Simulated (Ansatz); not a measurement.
Ideal-gas functions of FGaH$_{4}$OSSi, SMILES `F[SiH](S)[O][GaH2]` at 400 K and 1 bar, from an Ansatz frequency run at PBE0-D4/def2-TZVP.

Molar mass 168.9 g/mol, point group C1 (symmetry number 1), electronic degeneracy 1, moments of inertia 157.396, 344.714, 445.013 u Å². Harmonic wavenumbers (cm⁻¹, unscaled): 60, 139, 204, 252, 317, 363, 445, 464, 522, 543, 636, 701, 727, 802, 841, 892, 1064, 2003, 2015, 2288, 2705.

Use S(trans) = R[1.5 ln M + 2.5 ln T − 1.1517]; rotational temperatures θ = 24.2544 K / I; S(rot) = R[ln(√π/σ · √(T³/θAθBθC)) + 1.5]; for each mode x = 1.438777 ν̃/T, S = R[x/(eˣ − 1) − ln(1 − e⁻ˣ)] and H = RT x/(eˣ − 1); 1 cm⁻¹ = 0.0119627 kJ/mol; R = 8.31446 J/(mol·K).

Q: By hand: the entropy, in J/(mol·K).

A: Translation 178.9. Rotation: θ = 0.1541, 0.0704, 0.0545 K, giving 122.9. Vibration, mode by mode: 21.08, 14.16, 11.07, 9.41, 7.66, 6.66, 5.24, 4.96, 4.20, 3.96, 3.04, 2.53, 2.35, 1.90, 1.70, 1.47, 0.89, 0.05, 0.05, 0.02, 0.01, in all 102.4. Electronic 0.0. Sum 404.2 J/(mol·K).

Q: By hand: H − E and G − E in kJ/mol, counted from the electronic energy.

A: Zero-point energy ½ × 17983 × 0.0119627 = 107.6; thermal vibration 22.2; translation, rotation and pV give 4 RT = 13.3. H − E = 143.1 kJ/mol, and G − E = 143.1 − 400 × 404.2/1000 = -18.6 kJ/mol.

Vibration gives 25 % of the entropy, 35.2 J/(mol·K) of it from the modes under 150 cm⁻¹: soft modes count most, and the harmonic formula is weakest for them. The sum counts one conformer and one mirror image; others add a mixing term.
